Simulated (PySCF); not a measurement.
A run for PySCF: U-HF/LANL2DZ on ClHPb (SMILES [Cl][PbH]), a point of a bond scan (R = 3.725 Å).

```python
from pyscf import gto, scf, dft, mp
from pyscf.data.elements import chemcore

mol = gto.M(
    atom='''
    Pb   -0.21816163   -0.21253453    0.29359630
    H    -2.53716333   -1.56129793   -2.29131490
    Cl    1.13334803    1.07733808   -1.35741397
    ''',
    basis='lanl2dz',
    ecp={'Cl': 'lanl2dz', 'Pb': 'lanl2dz'},
    charge=0, spin=0, verbose=3, max_memory=1800)
mf = scf.UHF(mol)
mf.conv_tol = 1e-8
mf.max_cycle = 100
mf.init_guess_breaksym = True
mf.kernel()
if not mf.converged:
    mf = mf.newton().run(mf.mo_coeff, mf.mo_occ)
for _ in range(4):
    mo, _, stable, _ = mf.stability(return_status=True)
    if stable:
        break
    mf.kernel(mf.make_rdm1(mo, mf.mo_occ))
```

Program output:

```
converged SCF energy = -18.5102199272356  <S^2> = 2.8249403e-11  2S+1 = 1
<class 'pyscf.scf.uhf.UHF'> wavefunction has an internal instability
converged SCF energy = -18.5998804428603  <S^2> = 0.96914182  2S+1 = 2.2082951
<class 'pyscf.scf.uhf.UHF'> wavefunction is stable in the internal stability analysis
```

Self-consistency was reached. Its determinant has ⟨S²⟩ = 0.97, a mixture of spin states.

Cost: very roughly 0.5 core-seconds.
